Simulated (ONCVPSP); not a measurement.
## u(r) = r·R(r): atom against pseudo-atom (Re (Z = 75))

Columns: radius, all-electron u(r) and pseudo u(r) of the 5p shell (level -54.85 eV) of rhenium in the configuration [Kr] 4d10 4f14 5s2 5p6 5d5 6s1; PBEsol, scalar-relativistic, ONCV scheme, ONCVPSP 4.0.1.

```
r (bohr)  all-electron  pseudo
   0.100        0.2012  0.0052
   0.200        0.1663  0.0273
   0.300       -0.4220  0.0812
   0.400       -0.5340  0.1806
   0.500       -0.2448  0.3279
   0.600        0.1695  0.5091
   0.700        0.5427  0.6980
   0.800        0.8140  0.8643
   0.900        0.9778  0.9842
   1.000        1.0515  1.0469
   1.100        1.0580  1.0543
   1.200        1.0188  1.0174
   1.300        0.9513  0.9510
   1.400        0.8684  0.8683
   1.500        0.7796  0.7794
   1.600        0.6908  0.6907
   1.700        0.6059  0.6057
   1.800        0.5271  0.5270
   1.900        0.4556  0.4555
   2.000        0.3917  0.3916
   2.100        0.3352  0.3352
   2.200        0.2858  0.2858
   2.300        0.2430  0.2429
   2.400        0.2060  0.2059
   2.500        0.1742  0.1741
   2.600        0.1470  0.1470
```

(1) How many radial nodes do the two functions have?

(2) At about which radius was the pseudo-wave matched?

(3) Is the pseudo-wave norm-conserving?

## Answers

(1) The all-electron 5p function has n − l − 1 = 3 (the table is too coarse to show those close to the nucleus); the pseudo-wave has 0, since the states of the same l below it are removed with the core.

(2) 1.45 bohr. The columns agree to 0.0005 from 1.30 bohr on; several derivatives are matched, so the curves merge somewhat inside the radius.

(3) Yes: the ONCV scheme keeps the norm inside the radius equal to the all-electron one, which fixes the energy derivative of the logarithmic derivative at the level.
